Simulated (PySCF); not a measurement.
PySCF input for In(Et)(OH)2 (C2H7InO2), SMILES [OH][In]([OH])[CH2]C, TDA-ωB97X/def2-SVPD. The structure is a stationary point at B3LYP-D3(BJ)/def2-SVP. The structure was generated by enumeration; whether it is a known compound was not checked. The def2 effective core potentials stand for the cores of In; spin–orbit coupling is left out. The values are those of a single conformer.

```python
import numpy as np
from pyscf import gto, scf, dft, tdscf

mol = gto.M(
    atom='''
    In    0.15864646    0.12670016    0.22245881
    C    -0.38264595   -1.60860878   -0.97419373
    C    -1.42159192   -1.34688013   -2.06340719
    H    -0.72697321   -2.36292543   -0.24949050
    H     0.56682896   -1.97912274   -1.39125576
    H    -1.07607776   -0.59797104   -2.79422466
    H    -2.37518029   -0.98328680   -1.64769228
    H    -1.64576342   -2.26916897   -2.62733516
    O     1.50741215    0.05460503    1.71052354
    H     1.60929738    0.92559443    2.12043616
    O    -0.52232546    2.02561770    0.10303567
    H    -1.18107485    2.14972453   -0.59378733
    ''',
    basis='def2-SVPD',
    ecp={'In': 'def2-svp'},
    charge=0,
    spin=0,
    max_memory=1600,
    verbose=4,
)
mf = dft.RKS(mol, xc='wb97x').density_fit(auxbasis='def2-universal-jkfit')
mf.grids.level = 3
mf.conv_tol = 1e-9
mf.max_cycle = 100
mf.kernel()
mf.grids = dft.Grids(mol).set(level=1).build(with_non0tab=True)  # coarser grid for the response kernel
td = tdscf.TDA(mf)
td.singlet = True
td.nstates = 10
td.conv_tol = 1e-4
td.positive_eig_threshold = 1e-6
td.kernel(x0=td.get_init_guess(mf, 15))
td.analyze()
tt = tdscf.TDA(mf)
tt.singlet = False
tt.nstates = 4
tt.conv_tol = 1e-4
tt.positive_eig_threshold = 1e-6
tt.kernel(x0=tt.get_init_guess(mf, 9))
tt.analyze(verbose=3)
```

It prints:

```
PySCF version 2.14.0

[INPUT] verbose = 4
[INPUT] num. atoms = 12
[INPUT] num. electrons = 56
[INPUT] charge = 0
[INPUT] spin (= nelec alpha-beta = 2S) = 0
[INPUT] symmetry False subgroup None
[INPUT] Mole.unit = angstrom
[INPUT] Symbol           X                Y                Z      unit          X                Y                Z       unit  Magmom
[INPUT]  1 In     0.158646460000   0.126700160000   0.222458810000 AA    0.299798360032   0.239428602339   0.420386224897 Bohr   0.0
[INPUT]  2 C     -0.382645950000  -1.608608780000  -0.974193730000 AA   -0.723096048174  -3.039830035771  -1.840959341968 Bohr   0.0
[INPUT]  3 C     -1.421591920000  -1.346880130000  -2.063407190000 AA   -2.686419389695  -2.545234568319  -3.899274472558 Bohr   0.0
[INPUT]  4 H     -0.726973210000  -2.362925430000  -0.249490500000 AA   -1.373780266796  -4.465281915470  -0.471468715681 Bohr   0.0
[INPUT]  5 H      0.566828960000  -1.979122740000  -1.391255760000 AA    1.071151493872  -3.739999945499  -2.629092355624 Bohr   0.0
[INPUT]  6 H     -1.076077760000  -0.597971040000  -2.794224660000 AA   -2.033492255135  -1.130001496021  -5.280319337906 Bohr   0.0
[INPUT]  7 H     -2.375180290000  -0.983286800000  -1.647692280000 AA   -4.488440244565  -1.858142753900  -3.113687146760 Bohr   0.0
[INPUT]  8 H     -1.645763420000  -2.269168970000  -2.627335160000 AA   -3.110042129628  -4.288107883661  -4.964943889840 Bohr   0.0
[INPUT]  9 O      1.507412150000   0.054605030000   1.710523540000 AA    2.848596120342   0.103188551724   3.232421020222 Bohr   0.0
[INPUT] 10 H      1.609297380000   0.925594430000   2.120436160000 AA    3.041131301180   1.749119975123   4.007043607024 Bohr   0.0
[INPUT] 11 O     -0.522325460000   2.025617700000   0.103035670000 AA   -0.987052067287   3.827862686071   0.194709197361 Bohr   0.0
[INPUT] 12 H     -1.181074850000   2.149724530000  -0.593787330000 AA   -2.231907999112   4.062390604959  -1.122095429937 Bohr   0.0

nuclear repulsion = 262.964137375172
number of shells = 74
number of NR pGTOs = 263
number of NR cGTOs = 174
basis = def2-SVPD
ecp = {'In': 'def2-svp'}


[settings echo left out]
init E= -399.138561708864
  HOMO = -0.633825145142584  LUMO = -0.519293281065192  gap/eV = 3.11657
cycle= 1 E= -419.864499134787  delta_E= -20.7  |g|= 2.01  |ddm|= 14.6
  HOMO = -0.0772615306011851  LUMO = 0.0123666069128348  gap/eV = 2.43891
cycle= 2 E= -420.130503875769  delta_E= -0.266  |g|= 1.96  |ddm|= 9.18
  HOMO = -0.329519984727735  LUMO = 0.0181750841446693  gap/eV = 9.46126
cycle= 3 E= -420.826096110436  delta_E= -0.696  |g|= 0.359  |ddm|= 2.78
  HOMO = -0.362283756516014  LUMO = 0.0142449956619082  gap/eV = 10.24587
cycle= 4 E= -420.849557020952  delta_E= -0.0235  |g|= 0.144  |ddm|= 0.534
  HOMO = -0.378199227164233  LUMO = 0.0177100861141284  gap/eV = 10.77324
cycle= 5 E= -420.854308541694  delta_E= -0.00475  |g|= 0.0206  |ddm|= 0.249
  HOMO = -0.375275730816273  LUMO = 0.0195578033177028  gap/eV = 10.74397
cycle= 6 E= -420.854486969991  delta_E= -0.000178  |g|= 0.0103  |ddm|= 0.0561
  HOMO = -0.376673206809444  LUMO = 0.0191091922207782  gap/eV = 10.76979
cycle= 7 E= -420.854528783606  delta_E= -4.18e-05  |g|= 0.00434  |ddm|= 0.0293
  HOMO = -0.376737291283366  LUMO = 0.0190191974067311  gap/eV = 10.76908
cycle= 8 E= -420.854534105198  delta_E= -5.32e-06  |g|= 0.00163  |ddm|= 0.00924
  HOMO = -0.37661928864408  LUMO = 0.0190625515656535  gap/eV = 10.76705
cycle= 9 E= -420.854535002825  delta_E= -8.98e-07  |g|= 0.000334  |ddm|= 0.00326
  HOMO = -0.376617698289947  LUMO = 0.0190730458598622  gap/eV = 10.76729
cycle= 10 E= -420.854535092588  delta_E= -8.98e-08  |g|= 8.95e-05  |ddm|= 0.00151
  HOMO = -0.376616518852904  LUMO = 0.0190730458372101  gap/eV = 10.76726
cycle= 11 E= -420.85453509917  delta_E= -6.58e-09  |g|= 3.55e-05  |ddm|= 0.000409
  HOMO = -0.376615759387735  LUMO = 0.0190729349627574  gap/eV = 10.76724
cycle= 12 E= -420.854535099743  delta_E= -5.73e-10  |g|= 1e-05  |ddm|= 9.08e-05
  HOMO = -0.376615409173917  LUMO = 0.0190731183002697  gap/eV = 10.76723
Extra cycle  E= -420.854535099821  delta_E= -7.8e-11  |g|= 5.94e-06  |ddm|= 3.96e-05
converged SCF energy = -420.854535099821
tot grids = 46112
Overwritten attributes  positive_eig_threshold  of <class 'pyscf.tdscf.rks.TDA'>


******** <class 'pyscf.tdscf.rks.TDA'> for <class 'pyscf.df.df_jk.DFRKS'> ********
nstates = 10 singlet
deg_eia_thresh = 1.000e-03
wfnsym = None
conv_tol = 0.0001
eigh lindep = 1e-12
eigh level_shift = 0
eigh max_cycle = 100


Excitation energies (eV)
[5.91248983 6.21184686 6.31346813 6.40122943 6.53180976 6.95965117
 7.4076332  7.48912308 7.82652859 7.99481908]

** Singlet excitation energies and oscillator strengths **
Excited State   1:      5.91249 eV    209.70 nm  f=0.0004
      25 -> 29       -0.14149
      25 -> 31       -0.14801
      27 -> 29        0.63014
      27 -> 32        0.18626
Excited State   2:      6.21185 eV    199.59 nm  f=0.0010
      25 -> 29        0.19138
      28 -> 30        0.66178
Excited State   3:      6.31347 eV    196.38 nm  f=0.2468
      25 -> 30        0.20911
      26 -> 29       -0.18931
      27 -> 30       -0.19050
      28 -> 29       -0.57762
Excited State   4:      6.40123 eV    193.69 nm  f=0.1071
      25 -> 29       -0.57964
      25 -> 32       -0.16670
      27 -> 29       -0.11080
      27 -> 31        0.22899
      28 -> 30        0.21281
Excited State   5:      6.53181 eV    189.82 nm  f=0.0528
      26 -> 29        0.41414
      26 -> 31       -0.11895
      26 -> 32        0.10980
      27 -> 30        0.44586
      28 -> 29       -0.25202
Excited State   6:      6.95965 eV    178.15 nm  f=0.0000
      26 -> 30        0.69213
Excited State   7:      7.40763 eV    167.37 nm  f=0.1528
      24 -> 29       -0.22498
      25 -> 30        0.53852
      26 -> 29        0.10478
      26 -> 31       -0.14770
      27 -> 30       -0.11978
      28 -> 29        0.24042
      28 -> 32       -0.10076
Excited State   8:      7.48912 eV    165.55 nm  f=0.1800
      24 -> 29        0.10157
      25 -> 30       -0.13158
      26 -> 29        0.44303
      27 -> 30       -0.44361
Excited State   9:      7.82653 eV    158.42 nm  f=0.0508
      24 -> 29       -0.15149
      25 -> 30       -0.14405
      26 -> 31       -0.10030
      28 -> 31       -0.60143
      28 -> 33        0.16812
Excited State  10:      7.99482 eV    155.08 nm  f=0.1352
      24 -> 29       -0.43439
      25 -> 30       -0.27626
      26 -> 31       -0.22585
      28 -> 31        0.26146
      28 -> 32       -0.11172
      28 -> 33        0.21326

** Transition electric dipole moments (AU) **
state          X           Y           Z        Dip. S.      Osc.
  1        -0.0395     -0.0119      0.0351      0.0029      0.0004
  2        -0.0576     -0.0164      0.0526      0.0064      0.0010
  3         0.2243      1.0774      0.6199      1.5954      0.2468
  4        -0.6010     -0.1832      0.5371      0.6832      0.1071
  5         0.3156      0.2219      0.4258      0.3302      0.0528
  6        -0.0067     -0.0018      0.0055      0.0001      0.0000
  7         0.0343     -0.8790     -0.2610      0.8419      0.1528
  8         0.6673     -0.4000      0.6128      0.9809      0.1800
  9        -0.3508      0.0710     -0.3697      0.2648      0.0508
 10         0.4762      0.2682      0.6258      0.6904      0.1352

WARN: ECP detected. Skipping calculation of transition velocity and magnetic dipole moments, which have not yet been implemented.



******** <class 'pyscf.tdscf.rks.TDA'> for <class 'pyscf.df.df_jk.DFRKS'> ********
nstates = 4 triplet
deg_eia_thresh = 1.000e-03
wfnsym = None
conv_tol = 0.0001
eigh lindep = 1e-12
eigh level_shift = 0
eigh max_cycle = 100


Excitation energies (eV)
[5.04875253 5.5768856  5.90890162 5.95569165]

** Triplet excitation energies and oscillator strengths **
Excited State   1:      5.04875 eV    245.57 nm  f=0.0000
Excited State   2:      5.57689 eV    222.32 nm  f=0.0000
Excited State   3:      5.90890 eV    209.83 nm  f=0.0000
Excited State   4:      5.95569 eV    208.18 nm  f=0.0000
```

Self-consistency was reached.
